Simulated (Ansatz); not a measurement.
`[O]=[Ge]`, relaxed with RKS PBE0-D4/def2-TZVP in the Gaussian-basis code of Ansatz from a PBE-D4/def2-SVP geometry. The force threshold is 0.005 eV/Å; the program also tests the step.

Charge 0, multiplicity 1.

Start:

```xyz
2

O    -0.304    0.465    0.609
Ge    0.304   -0.465   -0.609
```

Question: By how much does the energy fall, and how many steps does the optimiser take? (An estimate is asked.)

Answer: The calculation gave: 1.60 kJ/mol, in 4 steps.

Question: Which bonds change most? (Best estimate.)

Answer: Computed: O1–Ge2 from 1.649 to 1.623 Å.

Question: Give the relaxed structure. (An estimate is asked.)

Answer: Computed: 
```xyz
2

O    -0.299    0.458    0.599
Ge    0.299   -0.458   -0.599
```
